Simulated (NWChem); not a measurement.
System: CH6O2Si2; SMILES C(=O)[Si@H]([SiH3])O

The following NWChem deck was run.

```
start job
memory heap 200 mb stack 900 mb global 1100 mb
geometry units angstroms noautoz
  O      1.389930     1.995427    -0.030055
  C      0.235161     1.717015    -0.298296
  Si    -0.572682     0.105505     0.383859
  O     -2.082061     0.056243    -0.341088
  Si     0.813955    -1.731258    -0.120177
  H     -0.368618     2.398944    -0.946739
  H     -0.675437     0.262443     1.866483
  H     -2.661423    -0.688822    -0.129933
  H      1.143841    -1.765683    -1.571188
  H      2.075727    -1.654153     0.663553
  H      0.119911    -3.005922     0.225658
end
basis spherical
  * library 6-31g*
end
dft
  xc b3lyp
  iterations 150
end
tddft
  nroots 6
  notriplet
end
task tddft energy
```

Parts of the log:

```
             Northwest Computational Chemistry Package (NWChem) 7.3.0
             --------------------------------------------------------

 C1  symmetry detected

                             Geometry "geometry" -> ""
                             -------------------------

 Output coordinates in angstroms (scale by  1.889725989 to convert to a.u.)

  No.       Tag          Charge          X              Y              Z
 ---- ---------------- ---------- -------------- -------------- --------------
    1 O                    8.0000     1.37115456     2.03101774    -0.00102893
    2 C                    6.0000     0.22197342     1.73207383    -0.27116437
    3 Si                  14.0000    -0.55493479     0.10147787     0.40150250
    4 O                    8.0000    -2.06298545     0.02747040    -0.32410480
    5 Si                  14.0000     0.86672605    -1.70544109    -0.11273200
    6 H                    1.0000    -0.39466924     2.40602673    -0.91583009
    7 H                    1.0000    -0.66089743     0.24788201     1.88497808
    8 H                    1.0000    -2.62799189    -0.72976434    -0.11738786
    9 H                    1.0000     1.19742517    -1.72518567    -1.56383193
   10 H                    1.0000     2.12667289    -1.60867997     0.67175365
   11 H                    1.0000     0.19718937    -2.99514184     0.22558715

 Effective nuclear repulsion energy (a.u.)     274.0492080931

                                 NWChem DFT Module
                                 -----------------

 Summary of "ao basis" -> "ao basis" (spherical)
 ------------------------------------------------------------------------------
       Tag                 Description            Shells   Functions and Types
 ---------------- ------------------------------  ------  ---------------------
 O                           6-31g*                  6       14   3s2p1d
 C                           6-31g*                  6       14   3s2p1d
 Si                          6-31g*                  8       18   4s3p1d
 H                           6-31g*                  2        2   2s

            General Information
            -------------------
          SCF calculation type: DFT
          Wavefunction type:  closed shell.
          No. of atoms     :    11
          No. of electrons :    56
           Alpha electrons :    28
            Beta electrons :    28
          Charge           :     0
          Spin multiplicity:     1
          Use of symmetry is: off; symmetry adaption is: off
          Maximum number of iterations: 150
          AO basis - number of functions:    90
                     number of shells:    46
          Convergence on energy requested:  1.00D-06
          Convergence on density requested:  1.00D-05
          Convergence on gradient requested:  5.00D-04

              XC Information
              --------------
                         B3LYP Method XC Potential
                     Hartree-Fock (Exact) Exchange  0.200
                        Slater Exchange Functional  0.800 local
                    Becke 1988 Exchange Functional  0.720 non-local
              Lee-Yang-Parr Correlation Functional  0.810
                  VWN I RPA Correlation Functional  0.190 local

             Grid Information
             ----------------
          Grid used for XC integration:  medium
          Radial quadrature: Mura-Knowles
          Angular quadrature: Lebedev.
          Tag              B.-S. Rad. Rad. Pts. Rad. Cut. Ang. Pts.
          ---              ---------- --------- --------- ---------
          O                   0.60       49          12.0       434
          C                   0.70       49          11.0       434
          Si                  1.10       88          11.0       590
          H                   0.35       45          12.0       434
          Grid pruning is: on
          Number of quadrature shells:   593
          Spatial weights used:  Erf1

      Superposition of Atomic Density Guess
      -------------------------------------

 Sum of atomic energies:        -767.79296889

      Non-variational initial energy
      ------------------------------

 Total energy =    -769.427190
 1-e energy   =   -1606.387377
 2-e energy   =     562.910979
 HOMO         =      -0.260195
 LUMO         =      -0.049998

   convergence    iter        energy       DeltaE   RMS-Dens  Diis-err
 ---------------- ----- ----------------- --------- --------- ---------
 d= 0,ls=0.0,diis     1   -771.0006486701 -1.05D+03  2.09D-02  1.16D+00
 d= 0,ls=0.0,diis     2   -770.6399616384  3.61D-01  1.35D-02  4.90D+00
 d= 0,ls=0.0,diis     3   -771.1386273168 -4.99D-01  2.74D-03  6.97D-02
 d= 0,ls=0.0,diis     4   -771.1412724564 -2.65D-03  1.50D-03  4.47D-02
 d= 0,ls=0.0,diis     5   -771.1455359198 -4.26D-03  2.54D-04  8.79D-04
  Resetting Diis
 d= 0,ls=0.0,diis     6   -771.1456269359 -9.10D-05  6.04D-05  3.62D-05
 d= 0,ls=0.0,diis     7   -771.1456316764 -4.74D-06  3.56D-05  2.85D-06
 d= 0,ls=0.0,diis     8   -771.1456312829  3.94D-07  1.91D-05  7.08D-06
 d= 0,ls=0.0,diis     9   -771.1456320082 -7.25D-07  3.99D-06  4.54D-07

         Total DFT energy =     -771.145632008186
      One electron energy =    -1610.252598111269
           Coulomb energy =      631.804802781434
    Exchange-Corr. energy =      -66.747044771418
 Nuclear repulsion energy =      274.049208093067

 Numeric. integr. density =       55.999984801784

                       DFT Final Molecular Orbital Analysis
                       ------------------------------------

 Vector   26  Occ=2.000000D+00  E=-3.481070D-01
              MO Center= -1.1D+00, -5.9D-02, -1.5D-02, r^2= 3.8D+00
   Bfn.  Coefficient  Atom+Function         Bfn.  Coefficient  Atom+Function
  ----- ------------  ---------------      ----- ------------  ---------------
    51      0.478051   4 O  pz               55      0.344116   4 O  pz
    82     -0.194989   7 H  s                35     -0.174129   3 Si px
     4     -0.133056   1 O  py               20      0.121041   2 C  s
    81     -0.119008   7 H  s                68     -0.117627   5 Si py
    67      0.110043   5 Si px               52     -0.101693   4 O  s

 Vector   27  Occ=2.000000D+00  E=-2.874645D-01
              MO Center= -3.6D-01, -4.4D-01,  2.0D-01, r^2= 4.0D+00
   Bfn.  Coefficient  Atom+Function         Bfn.  Coefficient  Atom+Function
  ----- ------------  ---------------      ----- ------------  ---------------
    68      0.270977   5 Si py               82     -0.256197   7 H  s
    67     -0.219980   5 Si px               50      0.210712   4 O  py
    51      0.209389   4 O  pz               49     -0.192830   4 O  px
    35      0.187130   3 Si px               36     -0.181418   3 Si py
    37     -0.171958   3 Si pz               55      0.171708   4 O  pz

 Vector   28  Occ=2.000000D+00  E=-2.409977D-01
              MO Center=  6.5D-01,  1.6D+00, -8.9D-02, r^2= 2.7D+00
   Bfn.  Coefficient  Atom+Function         Bfn.  Coefficient  Atom+Function
  ----- ------------  ---------------      ----- ------------  ---------------
     4      0.439051   1 O  py                8      0.329719   1 O  py
    80     -0.293938   6 H  s                 5     -0.280118   1 O  pz
    36      0.275391   3 Si py                9     -0.207412   1 O  pz
    18     -0.194065   2 C  py               79     -0.187032   6 H  s
    20      0.179958   2 C  s                34      0.166971   3 Si s

 Vector   29  Occ=0.000000D+00  E=-5.601160D-02
              MO Center=  4.5D-01,  1.5D+00, -9.9D-02, r^2= 2.6D+00
   Bfn.  Coefficient  Atom+Function         Bfn.  Coefficient  Atom+Function
  ----- ------------  ---------------      ----- ------------  ---------------
    70      0.449056   5 Si s                23      0.383724   2 C  pz
    19      0.360950   2 C  pz                9     -0.347081   1 O  pz
     5     -0.342848   1 O  pz               38     -0.319922   3 Si s
    40      0.261513   3 Si py               82     -0.246800   7 H  s
    41      0.236634   3 Si pz               71     -0.232738   5 Si px

[...]

                                NWChem TDDFT Module
                                -------------------

            General Information
            -------------------
           No. of orbitals :     180
            Alpha orbitals :      90
             Beta orbitals :      90
        Alpha frozen cores :       0
         Beta frozen cores :       0
     Alpha frozen virtuals :       0
      Beta frozen virtuals :       0
         Spin multiplicity :       1
    Number of AO functions :      90
        Use of symmetry is : off
      Symmetry adaption is : off
         Schwarz screening :  0.10D-07

              XC Information
              --------------
                  B3LYP Method XC Potential
              Hartree-Fock (Exact) Exchange   0.20
                 Slater Exchange Functional   0.80 local
             Becke 1988 Exchange Functional   0.72 non-local
       Lee-Yang-Parr Correlation Functional   0.81
           VWN I RPA Correlation Functional   0.19 local

             TDDFT Information
             -----------------
          Calculation type : TDDFT
         Wavefunction type : Restricted singlets
          No. of electrons :      56
           Alpha electrons :      28
            Beta electrons :      28
              No. of roots :       6
          Max subspacesize :    5200
            Max iterations :     100
               Target root :       1
           Target symmetry : none
      Symmetry restriction : off
                 Algorithm : Optimal
        Davidson threshold :  0.10D-03

    6 smallest eigenvalue differences (eV)
--------------------------------------------------------
  No. Spin  Occ  Vir  Irrep   E(Occ)    E(Vir)   E(Diff)
--------------------------------------------------------
    1    1   28   29 a        -0.241    -0.056     5.034
    2    1   28   30 a        -0.241    -0.016     6.132
    3    1   27   29 a        -0.287    -0.056     6.298
    4    1   28   31 a        -0.241     0.015     6.962
    5    1   27   30 a        -0.287    -0.016     7.397
    6    1   28   32 a        -0.241     0.040     7.658
--------------------------------------------------------

  Entering Davidson iterations
  Restricted singlet excited states

  Iter   NTrls   NConv    DeltaV     DeltaE      Time
  ----  ------  ------  ---------  ---------  ---------
    1      6       0     0.14E+00   0.10+100       12.2
    2     18       0     0.36E-01   0.76E-02       17.7
    3     30       0     0.10E-01   0.55E-03       17.8
    4     42       0     0.84E-02   0.18E-03       13.4
    5     54       0     0.86E-02   0.23E-03       12.5
    6     65       1     0.40E-02   0.13E-03       11.8
    7     75       3     0.11E-02   0.12E-04       10.9
    8     81       5     0.36E-03   0.74E-06        8.2
    9     83       5     0.14E-03   0.66E-07        5.7
   10     85       6     0.83E-04   0.85E-08        5.9
  ----  ------  ------  ---------  ---------  ---------
  Convergence criterion met

  Ground state a        -771.145632008186 a.u.

  ----------------------------------------------------------------------------
  Root   1 singlet a              0.120100405 a.u.                3.2681 eV
  ----------------------------------------------------------------------------
     Transition Moments    X -0.05281   Y  0.17456   Z  0.05291
     Dipole Oscillator Strength                    0.0028872609
     Electric Quadrupole                           0.0000000047
     Magnetic Dipole                               0.0000014019
     Total Oscillator Strength                     0.0028886675

     Occ.   26  a   ---  Virt.   29  a    0.05650 X
     Occ.   27  a   ---  Virt.   29  a   -0.08530 X
     Occ.   28  a   ---  Virt.   29  a   -0.99008 X
     Occ.   28  a   ---  Virt.   32  a   -0.06851 X
  ----------------------------------------------------------------------------
  Root   2 singlet a              0.190148595 a.u.                5.1742 eV
  ----------------------------------------------------------------------------
     Transition Moments    X -0.07341   Y -0.18632   Z  0.04107
     Dipole Oscillator Strength                    0.0052978502
     Electric Quadrupole                           0.0000000196
     Magnetic Dipole                               0.0000000333
     Total Oscillator Strength                     0.0052979030

     Occ.   22  a   ---  Virt.   29  a   -0.05199 X
     Occ.   28  a   ---  Virt.   30  a   -0.99541 X
  ----------------------------------------------------------------------------
  Root   3 singlet a              0.201465373 a.u.                5.4822 eV
  ----------------------------------------------------------------------------
     Transition Moments    X  0.16083   Y -0.54608   Z  0.10746
     Dipole Oscillator Strength                    0.0450762496
     Electric Quadrupole                           0.0000000844
     Magnetic Dipole                               0.0000000298
     Total Oscillator Strength                     0.0450763638

     Occ.   27  a   ---  Virt.   29  a   -0.98070 X
     Occ.   28  a   ---  Virt.   29  a    0.08151 X
     Occ.   28  a   ---  Virt.   31  a    0.13280 X
     Occ.   28  a   ---  Virt.   32  a    0.06325 X
  ----------------------------------------------------------------------------
  Root   4 singlet a              0.225728701 a.u.                6.1424 eV
  ----------------------------------------------------------------------------
     Transition Moments    X  0.08037   Y  0.41642   Z -0.19187
     Dipole Oscillator Strength                    0.0326074715
     Electric Quadrupole                           0.0000000322
     Magnetic Dipole                               0.0000003631
     Total Oscillator Strength                     0.0326078668

     Occ.   27  a   ---  Virt.   29  a    0.12191 X
     Occ.   27  a   ---  Virt.   30  a    0.21427 X
     Occ.   28  a   ---  Virt.   31  a    0.96234 X
     Occ.   28  a   ---  Virt.   32  a   -0.05202 X
  ----------------------------------------------------------------------------
  Root   5 singlet a              0.231447884 a.u.                6.2980 eV
  ----------------------------------------------------------------------------
     Transition Moments    X -0.28004   Y -0.10915   Z  0.03848
     Dipole Oscillator Strength                    0.0141673606
     Electric Quadrupole                           0.0000000100
     Magnetic Dipole                               0.0000018881
     Total Oscillator Strength                     0.0141692587

     Occ.   26  a   ---  Virt.   30  a    0.10554 X
     Occ.   27  a   ---  Virt.   30  a    0.96432 X
     Occ.   28  a   ---  Virt.   31  a   -0.20898 X
  ----------------------------------------------------------------------------
  Root   6 singlet a              0.252761804 a.u.                6.8780 eV
  ----------------------------------------------------------------------------
     Transition Moments    X -0.15620   Y  0.74197   Z -0.15808
     Dipole Oscillator Strength                    0.1010882810
     Electric Quadrupole                           0.0000000936
     Magnetic Dipole                               0.0000003317
     Total Oscillator Strength                     0.1010887062

     Occ.   21  a   ---  Virt.   29  a   -0.08911 X
     Occ.   23  a   ---  Virt.   29  a    0.10605 X
     Occ.   26  a   ---  Virt.   29  a   -0.55227 X
     Occ.   27  a   ---  Virt.   31  a   -0.21156 X
     Occ.   28  a   ---  Virt.   29  a   -0.08938 X
     Occ.   28  a   ---  Virt.   32  a    0.77698 X

              Target root =      1
          Target symmetry = none
      Ground state energy =   -771.145632008186
        Excitation energy =      0.120100405489
     Excited state energy =   -771.025531602698

  stored tddft:energy   -771.02553160269770
```

Level: B3LYP/6-31G* (spherical d), full TDDFT. The geometry was optimised at B3LYP/6-31G* (spherical d).
